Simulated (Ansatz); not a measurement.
Basis sets compared for Ga₄O₆. Total charge 0; singlet. Geometry PBE-D4/def2-SVP. Ansatz on 4 threads of Arm Neoverse V2 on a shared host; times are rough, and most runs start from earlier orbitals.

Cartesian coordinates in Å:
```
Ga -1.459 0.304 0.234
Ga -0.068 1.770 -1.445
Ga 0.658 -2.255 1.543
Ga 1.690 0.263 -0.166
O -0.960 -1.576 0.381
O -1.802 1.207 -1.370
O -1.915 -0.954 1.492
O 0.181 1.300 0.449
O 2.061 -1.220 0.692
O 1.615 1.161 -1.810
```

The restricted singlet is unstable towards broken spin symmetry in Hartree–Fock (as tested in another run); at PBE-D4/def2-SVP, PBE-D4/def2-TZVP, PBE0-D4/def2-SVP, PBE0-D4/def2-TZVP this wasn't settled. The structure comes from a short search, and lower isomers may exist.

Binding counts from free atoms (Ga doublet, O triplet) in the same basis, without a counterpoise term.

```
           level  functions  energy (Eh)  HOMO (eV)  LUMO (eV)  binding per atom (eV)  wall time
 PBE-D4/def2-SVP        212   -8147.9649      -5.52      -4.75                   3.82      3.9 s
PBE0-D4/def2-SVP        212   -8148.0573      -6.07      -4.25                   3.50        8 s
```

(1) Estimate the rows for PBE-D4/def2-TZVP, PBE0-D4/def2-TZVP.

Results:

(1) 
```json
{"level": "PBE-D4/def2-TZVP", "functions": "378", "energy (Eh)": "-8149.5054", "HOMO (eV)": "-5.54", "LUMO (eV)": "-4.75", "binding per atom (eV)": "3.77", "wall time": "9.5 s"}
{"level": "PBE0-D4/def2-TZVP", "functions": "378", "energy (Eh)": "-8149.5974", "HOMO (eV)": "-6.08", "LUMO (eV)": "-4.22", "binding per atom (eV)": "3.48", "wall time": "32 s"}
```
